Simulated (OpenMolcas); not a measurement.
**Os5+: moving or changing the point charges**

Os5+ among 6 point charges of -1.7 e arranged as an octahedron (Oh), 2.16 Å from the ion.

```
Program             : OpenMolcas
Method              : CASSCF
Basis               : ANO-RCC-VDZP [7s6p4d2f1g]
Scalar Hamiltonian  : DKH2, point nucleus
Active space        : 3 electrons in 5 orbitals (5d)
State averaging     : 2S+1 = 4 even, 10 roots; 2S+1 = 2 even, 40 roots
Spin-orbit coupling : state interaction with AMFI integrals over the reference wave functions
```

Runs around this geometry, states (labels of O, the rotations of Oh). Energies in cm-1 above the lowest state or level, χT in cm3 K/mol; 10Dq and B are least-squares fits to the states below 45000 cm-1, weighted by degeneracy, with a free offset, and given where the rms deviation is under 5 % of |10Dq| (or 100 cm-1) and under 700 cm-1.

```tsv
R (Å)	q (e)	Ground state	First state of that spin	10Dq	B (rms of fit)	First gap with spin-orbit (degeneracies)	χT at 300 K	First state of another spin
2.16	-0.85	4A2	4T2 2826	2903	899 (33)	6865 (4, 4)	0.119	2E 16322
2.16	-1.7	4A2	4T2 5619	5784	896 (63)	7387 (4, 4)	0.126	2E 16700
2.37	-1.7	4A2	4T2 3565	3671	898 (44)	6946 (4, 4)	0.118	2E 16463
```

Taking |10Dq| as R^-n, n = -ln(3671 / 5784) / ln(2.37 / 2.16) = 4.9 between the shortest and longest distance. The point-charge formula for a cubic d site gives n = 5.

Scaling the charges by -0.85 / -1.7 = 0.50 scales |10Dq| by 2903 / 5784 = 0.50; with fixed orbitals a first-order splitting would follow the charge.

Without dynamic correlation the repulsion within the d shell is too large (B by tens of per cent), so at a given field states of lower spin stand too high. Spin-orbit coupling mixes the spin-free states strongly: the lowest level takes only 38 % from its leading state, 4T2, which lies 2826 cm-1 above the lowest spin-free state (figures for R = 2.16, q = -0.85; the like holds for R = 2.16, q = -1.7, R = 2.37, q = -1.7). This field is weak: 10Dq is about 2903 cm-1, while octahedral complexes of 5d ions of charge 3 and more, computed by the same method with explicit ligands, had a median near 35000 cm-1. Ground spin and moment need not be those of a real site (figures for R = 2.16, q = -0.85; the like holds for R = 2.16, q = -1.7, R = 2.37, q = -1.7). The ground term spreads over less than 5000 cm-1, several times less than with real ligands, so orbital moments are less quenched and χT lies further from the spin-only value than at real sites (holds for R = 2.16, q = -0.85). This is an electrostatic model: the charges have no orbitals. No measured value stands beside these numbers.
